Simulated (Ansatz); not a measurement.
Reactions of C2H7ClO2Sn (`C[O][SnH]([Cl])[O]C`).

Gas-phase electronic energies from Ansatz, PBE0-D4/def2-TZVP geometries. CCSD(T)/CBS adds triple-zeta CCSD(T) − MP2 to the extrapolated MP2 energy (def2 sets, frozen cores). Functionals use def2-TZVPP. def2 core potentials past Kr. For Sn outer-core shells are correlated without core-valence functions, which leaves a few kJ/mol of doubt a bond. One conformer a species, not always the lowest.

```json
{"reaction": "`C[O][SnH]([Cl])[O]C` + `CO[Si](F)(S)Cl` → `CO[Si](F)(Cl)SC` + `C[O][SnH]([OH])[Cl]`", "PBE-D4 (kJ/mol)": "-46", "ωB97X-V (kJ/mol)": "-42", "MP2/CBS(def2) (kJ/mol)": "-51"}
{"reaction": "`C[O][SnH]([Cl])[O]C` + `OCN[SiH3]` → `CC(O)N[SiH3]` + `C[O][SnH]([OH])[Cl]`", "PBE-D4 (kJ/mol)": "-71", "ωB97X-V (kJ/mol)": "-72", "MP2/CBS(def2) (kJ/mol)": "-81"}
{"reaction": "`C[O][SnH]([Cl])[O]C` + `O[SiH]([SiH3])Cl` → `CO[SiH]([SiH3])Cl` + `C[O][SnH]([OH])[Cl]`", "PBE-D4 (kJ/mol)": "-6", "ωB97X-V (kJ/mol)": "-7", "MP2/CBS(def2) (kJ/mol)": "-5"}
{"reaction": "`C[O][SnH]([Cl])[O]C` + `CB(C)N` → `CNB(C)C` + `C[O][SnH]([OH])[Cl]`", "PBE-D4 (kJ/mol)": "-22", "ωB97X-V (kJ/mol)": "-19", "MP2/CBS(def2) (kJ/mol)": "-23"}
```

**Question.** Give the CCSD(T)/CBS values in the same order. (Best estimate.)

**Answer.** Computed: -45, -76, -5, -21 kJ/mol.

Largest T1 diagnostic: 0.013, for `C[O][SnH]([Cl])[O]C`.
